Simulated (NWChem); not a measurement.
Program: NWChem. System: HSn, charge 0, spin multiplicity 2, at a geometry optimised with UPBE/def2-SVP with def2 effective core potentials on Sn. The structure started from a generated list of species. Its SCF solution wasn't tested for a lower state. Level: G0W0@UBHandHLYP/def2-TZVP with def2 effective core potentials on Sn, RI basis def2-tzvp-rifit, no spin-orbit coupling.

Job file:

```
start mol
memory heap 200 mb stack 700 mb global 1700 mb
geometry units angstroms nocenter noautoz
  Sn     0.000000     0.000000     0.035451
  H      0.000000     0.000000    -1.772549
  symmetry group C2v
end
basis spherical
  * library def2-tzvp
end
ecp
  Sn library def2-ecp
end
basis "ri basis" bse spherical
  * library def2-tzvp-rifit
end
dft
  xc bhlyp
  odft
  mult 2
  iterations 100
  direct
  tolerances tight
end
task dft energy
gw
  states alpha occ 4 vir 2
  states beta occ 4 vir 2
end
task dft gw
```

Output (cleaned and shortened):

```
             Northwest Computational Chemistry Package (NWChem) 7.3.0
             --------------------------------------------------------

                                NWChem Input Module
                                -------------------

 Scaling coordinates for geometry "geometry" by  1.889725989
 (inverse scale =  0.529177249)

 Turning off AUTOSYM since
 SYMMETRY directive was detected!

                             Geometry "geometry" -> ""
                             -------------------------

 Output coordinates in angstroms (scale by  1.889725989 to convert to a.u.)

  No.       Tag          Charge          X              Y              Z
 ---- ---------------- ---------- -------------- -------------- --------------
    1 Sn                  50.0000     0.00000000     0.00000000     0.03545100
    2 H                    1.0000     0.00000000     0.00000000    -1.77254900

 Effective nuclear repulsion energy (a.u.)      14.6343265763

            Nuclear Dipole moment (a.u.)
            ----------------------------
        X                 Y               Z
 ---------------- ---------------- ----------------
     0.0000000000     0.0000000000     0.0000018897

      Symmetry information
      --------------------

 Group name             C2v
 Group number             16
 Group order               4
 No. of unique centers     2

      Symmetry unique atoms

     1    2


 Summary of "ao basis" -> "" (spherical)
 ------------------------------------------------------------------------------
       Tag                 Description            Shells   Functions and Types
 ---------------- ------------------------------  ------  ---------------------
 *                         def2-tzvp                  on all atoms

 Summary of "ri basis" -> "" (spherical)
 ------------------------------------------------------------------------------
       Tag                 Description            Shells   Functions and Types
 ---------------- ------------------------------  ------  ---------------------
 *                      def2-tzvp-rifit               on all atoms

                                 NWChem DFT Module
                                 -----------------

 Summary of "ao basis" -> "ao basis" (spherical)
 ------------------------------------------------------------------------------
       Tag                 Description            Shells   Functions and Types
 ---------------- ------------------------------  ------  ---------------------
 Sn                        def2-tzvp                16       50   6s5p3d2f
 H                         def2-tzvp                 4        6   3s1p

 Summary of "ao basis" -> "ao basis" (spherical)
 ------------------------------------------------------------------------------
       Tag                 Description            Shells   Functions and Types
 ---------------- ------------------------------  ------  ---------------------
 Sn                        def2-tzvp                16       50   6s5p3d2f
 H                         def2-tzvp                 4        6   3s1p

      Symmetry analysis of basis
      --------------------------

        a1         25
        a2          5
        b1         13
        b2         13

            General Information
            -------------------
          SCF calculation type: DFT
          Wavefunction type:  spin polarized.
          No. of atoms     :     2
          No. of electrons :    23
           Alpha electrons :    12
            Beta electrons :    11
[...]
     6     -0.700897  1 Sn s                 18      0.246608  1 Sn pz
     5     -0.237392  1 Sn s                  2     -0.174437  1 Sn s
     3      0.144477  1 Sn s                 12     -0.132750  1 Sn pz
    15      0.128643  1 Sn pz                24     -0.116740  1 Sn d  0

   alpha - beta orbital overlaps
   -----------------------------

   alpha      1      2      3      4      5      6      7      8      9     10
    beta      1      2      4      3      5      7      6      8      9     10
 overlap   1.000  1.000  1.000  1.000  0.987  1.000  1.000  0.987  1.000  0.996

   alpha     11     12     13     14     15     16     17     18     19     20
    beta     11     13     12     14     17     15     16     18     20     21
 overlap   0.997  0.984  1.000  0.997  0.984  0.999  1.000  0.835  1.000  1.000

   alpha     21     22     23     24     25     26     27     28     29     30
    beta     22     19     23     24     26     25     28     27     29     30
 overlap   0.833  1.000  0.999  0.999  1.000  1.000  0.993  0.993  0.972  0.993

   alpha     31     32     33     34     35     36     37     38     39     40
    beta     31     33     32     34     37     36     35     38     39     40
 overlap   0.971  1.000  0.998  0.999  1.000  0.966  1.000  1.000  0.967  1.000

   alpha     41     42     43     44     45     46     47     48     49     50
    beta     41     42     43     44     45     46     47     48     49     50
 overlap   1.000  1.000  1.000  1.000  0.999  1.000  1.000  1.000  0.999  1.000

   alpha     51     52     53     54     55     56
    beta     51     52     53     54     55     56
 overlap   1.000  1.000  1.000  1.000  1.000  1.000

     --------------------------
     Expectation value of S2:
     --------------------------
      <S2> =      0.7541 (Exact =     0.7500)

 center of mass
 --------------
 x =   0.00000000 y =   0.00000000 z =   0.03803489

 moments of inertia (a.u.)
 ------------------
          11.664955249452           0.000000000000           0.000000000000
           0.000000000000          11.664955249452           0.000000000000
           0.000000000000           0.000000000000           0.000000000000

     Multipole analysis of the density
     ---------------------------------

     L   x y z        total         alpha         beta         nuclear
     -   - - -        -----         -----         ----         -------
     0   0 0 0     -0.000000    -12.000000    -11.000000     23.000000

     1   1 0 0     -0.000000     -0.000000     -0.000000      0.000000
     1   0 1 0     -0.000000     -0.000000     -0.000000      0.000000
     1   0 0 1      0.268261      1.060143      1.083911     -1.875793

     2   2 0 0    -16.622448     -9.446050     -7.176398      0.000000
     2   1 1 0     -0.000000     -0.000000     -0.000000      0.000000
     2   1 0 1     -0.000000     -0.000000     -0.000000      0.000000
     2   0 2 0    -21.286414    -14.367791     -6.918623      0.000000
     2   0 1 1      0.000000      0.000000      0.000000      0.000000
     2   0 0 2    -22.110631    -17.732689    -15.696712     11.318770

 Task  times  cpu:        4.8s     wall:        4.8s

                                NWChem Input Module
                                -------------------

                                 NWChem GW Module
                                 ----------------

                             ***********************
                             ***        GW       ***
                             ***********************

 Summary of "ri basis" -> "ri basis" (spherical)
 ------------------------------------------------------------------------------
       Tag                 Description            Shells   Functions and Types
 ---------------- ------------------------------  ------  ---------------------
 Sn                     def2-tzvp-rifit             38      184   9s8p8d6f4g3h
 H                      def2-tzvp-rifit              7       15   4s2p1d

                 Memory Information
                 ------------------
          Available GA per process is          1700.0 MBs
          Available stack per process is        700.0 MBs
          Available heap per process is           0.0 MBs

          Peak memory in Initialization
              Peak GA per process is                  2.6 MBs
              Peak stack per process is               0.0 MBs
              Peak heap per process is                2.8 MBs
              Memory not in MA per process            0.0 MBs

          Peak memory in AFF Calculation
              Peak GA per process is                 11.8 MBs
              Peak stack per process is               8.0 MBs
              Peak heap per process is                0.0 MBs
              Memory not in MA per process            8.0 MBs

          Computing 2-center integrals
          Computing Inverse Cholesky factor
          Computing 3-center integrals
          Computing V_xc ...

          Computing Sigma_x
          Computing RPA polarizability
          Solving quasiparticle equations

                  Alpha Orbitals
          State     Energy (eV)     Error (eV)
          -----------------------------------
@GW         9        -31.269           0.004
@GW        10        -14.875           0.002
@GW        11         -9.568           0.003
@GW        12         -7.020           0.003
@GW        13         -1.038           0.003
@GW        14          2.497           0.002

                   Beta Orbitals
          State     Energy (eV)     Error (eV)
          -----------------------------------
@GW         8        -31.195           0.004
@GW         9        -31.135           0.004
@GW        10        -14.259           0.002
@GW        11         -9.316           0.003
@GW        12         -0.763           0.003
@GW        13         -0.093           0.003

   Applying  -1.3549 eV scissor-shift to rest of particle states

   Applying   1.2307 eV scissor-shift to rest of hole states

   Applying  -1.2996 eV scissor-shift to rest of particle states

   Applying   1.3379 eV scissor-shift to rest of hole states

     GW Timing Statistics
   ------------------------
   Init.   :          0.2s
     ERIs  :          0.3s
     Distr.:          0.0s
     Vxc   :          0.6s
   Sigma_x :          0.0s
   RPA     :          0.3s
   Wmn     :          0.0s
   Sigma_c :          0.0s
   GW total:          1.4s

 Task  times  cpu:        1.4s     wall:        1.4s

 Total times  cpu:        6.2s     wall:        6.2s
```
